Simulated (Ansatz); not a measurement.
Mulliken charges of CH2GeN (`N#[C][GeH2]`) radical from ωB97M-V/def2-TZVPP in Ansatz (PBE0-D4/def2-TZVP geometry).

```csv
atom,x (Å),y (Å),z (Å),charge (e)
N1,1.591,-1.029,1.293,-0.048
C2,0.838,-0.536,0.570,-0.168
Ge3,-0.316,0.241,-0.740,0.089
H4,-1.659,-0.498,-0.696,0.064
H5,-0.404,1.748,-0.469,0.064
```

Q: By hand: the dipole of these point charges (1 e Å = 4.8032 D).

A: Σ q r = (-0.377, 0.241, -0.298) e Å, of length 0.538 e Å = 2.58 D.

Q: How does the dipole of the full density compare? (An estimate is asked.)

A: Ansatz gave: (-0.502, 0.334, -0.523) e Å, 3.83 D; the point charges give 0.67 times that, at 7° from its direction.

Point charges leave out the atoms' own dipoles, such as those of lone pairs, and Mulliken's split depends on the basis, so the two needn't agree.
